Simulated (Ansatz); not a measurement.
Basis-set series for Br₃ClZr (`[Cl][Zr]([Br])([Br])[Br]`). Charge 0, multiplicity 1. Zr takes the def2 core potential. The structure was optimised at the PBE0-D4/def2-TZVP level.

```json
{"functional": "PBE0-D4", "basis": "def2-SVP", "functions": "145", "energy (Eh)": "-8227.91071", "HOMO (eV)": "-8.91", "LUMO (eV)": "-2.80"}
{"functional": "PBE0-D4", "basis": "def2-QZVPP", "functions": "418", "energy (Eh)": "-8229.18922", "HOMO (eV)": "-8.91", "LUMO (eV)": "-2.79"}
{"functional": "ωB97M-V", "basis": "def2-SVP", "functions": "145", "energy (Eh)": "-8228.43031", "HOMO (eV)": "-11.00", "LUMO (eV)": "-0.75"}
{"functional": "ωB97M-V", "basis": "def2-QZVPP", "functions": "418", "energy (Eh)": "-8229.69449", "HOMO (eV)": "-11.03", "LUMO (eV)": "-0.79"}
```

Problem. Give the rows for def2-TZVPP. (Estimate.)

Solution. Computed: 
| functional | basis | functions | energy (Eh) | HOMO (eV) | LUMO (eV) |
| --- | --- | --- | --- | --- | --- |
| PBE0-D4 | def2-TZVPP | 242 | -8229.01513 | -8.91 | -2.80 |
| ωB97M-V | def2-TZVPP | 242 | -8229.52692 | -11.03 | -0.80 |

Scalar relativity is left out up to krypton.
